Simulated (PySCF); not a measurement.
# Static response to an electric field

Species: C5H5FP2.
Atom-mapped SMILES: `[CH3:1][c:2]1[p:3][cH:4][c:5]([F:6])[cH:7][p:8]1` (hydrogens: H9, H10, H11 on C1; H12 on C4; H13 on C7)

Geometry (GFN2-xTB, Å), atoms numbered from 1 in this order:
```xyz
13
C5H5FP2 angstrom
C      2.4858   -0.1409    0.0740
C      0.9795   -0.0464    0.0501
P      0.3432    1.4471   -0.5824
C     -1.3710    1.2230   -0.5228
C     -2.0490    0.1139   -0.0688
F     -3.4047    0.1847   -0.1246
C     -1.5296   -1.0555    0.4396
P      0.1414   -1.4543    0.6427
H      2.9398    0.8423    0.1900
H      2.8269   -0.7891    0.8801
H      2.8484   -0.5634   -0.8645
H     -1.9732    2.0490   -0.8798
H     -2.2419   -1.8101    0.7487
```

Level: PBE0/def2-SVPD (PySCF), static field, nuclei fixed, core orbitals frozen in the response. The polarisability tensor in these axes (au):

```
x   131.13  -0.22   0.56
y    -0.22 116.00 -20.63
z     0.56 -20.63  75.61
```

**Question.** What are the eigenvalues, a third of the trace, and Δα (Δα² = ½Σ(αi − αj)² over the three pairs)?

**Answer.** Principal values 66.94, 124.65 and 131.16 au; mean 107.58 au = 15.94 Å³ = 17.74 × 10⁻⁴⁰ C²·m²/J; Δα = 61.22 au (57 % of the mean).

**Question.** What is the dipole moment, and where does it point?

**Answer.** (1.01, -0.09, -0.04) D, 1.01 D in size, pointing from the negative to the positive side. Measured along this direction, the outermost atoms are F6 at the negative end and H11, H10 and H9 at the positive end.

**Question.** Directions of the eigenvectors, and the extent of the frame along each?

**Answer.** Largest value along (1.00, -0.06, 0.03), where the nuclei span 6.31 Å; middle along (0.06, 0.92, -0.39), 4.20 Å; least along (-0.01, 0.39, 0.92), 1.52 Å. The response follows the extents in order.

**Question.** What molar refraction does this α imply?

**Answer.** Lorentz–Lorenz: R = (4π/3)N_A α = 2.5225 cm³/(mol·Å³) × 15.94 Å³ = 40.2 cm³/mol, in the limit of long wavelengths.

**Question.** Sum over states: ᾱ = Σ f/ω², ω in Eh. What share falls to these 8 lowest TDDFT singlets (eV, f)? 3.91, 0.0143; 4.05, 0.0097; 4.36, 0.0000; 4.70, 0.0110; 5.24, 0.2828; 5.37, 0.2892; 5.53, 0.0031; 5.93, 0.0114.

**Answer.** They add up to 16.84 au, 15.7 % of the 107.58 au; the largest single term is 7.62 au, from the state at 5.24 eV. Terms in order: 0.69, 0.44, 0.00, 0.37, 7.62, 7.41, 0.08, 0.24 au. Higher excitations give the rest. The strengths listed sum to 0.622.

Isolated species at its GFN2-xTB geometry, gas phase.
